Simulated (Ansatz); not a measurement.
Relaxation of AlClH$_{4}$O$_{2}$ (8 atoms, charge 0, multiplicity 1), to a largest force component of 0.03 eV/Å in at most 50 steps.

Level of theory: Ansatz, RKS BHLYP-D4/6-31G*.

```xyz
8
Properties=species:S:1:pos:R:3
Al 0.008 0.576 -0.374
H 0.007 -0.021 2.322
O 1.473 -0.176 -0.724
H 1.539 -1.021 -1.161
O -1.524 -0.066 -0.638
H -1.686 -0.970 -0.897
Cl 0.112 2.592 0.453
H 0.021 0.668 2.171
```

Q: Where does it end, and by what steps?

A: The forces met the threshold. The force dipped under the threshold on the way, but the program's further checks kept it going. After 7 steps the energy has fallen by 0.157 eV; Cl7 moved furthest, 0.35 Å.

| step | energy less start (eV) | largest force component (eV/Å) | accepted |
| --- | --- | --- | --- |
| 0 | 0.0000 | 1.400 | yes |
| 1 | -0.1366 | 0.545 | yes |
| 2 | -0.1484 | 0.458 | yes |
| 3 | -0.1533 | 0.149 | yes |
| 4 | -0.1547 | 0.069 | yes |
| 5 | -0.1563 | 0.022 | yes |
| 6 | -0.1566 | 0.017 | yes |
| 7 | -0.1569 | 0.017 | yes |

```xyz
8
Properties=species:S:1:pos:R:3
Al -0.005 0.664 -0.443
H 0.015 -0.210 2.377
O 1.461 -0.115 -0.731
H 1.569 -1.015 -1.021
O -1.533 -0.020 -0.631
H -1.716 -0.914 -0.903
Cl 0.078 2.668 0.113
H 0.081 0.524 2.390
```

Whether the end is a true minimum wasn't checked by a vibrational analysis.

Run time: 32 s on 1 thread of Arm Neoverse V1 (shared host), peak memory 0.15 GiB.
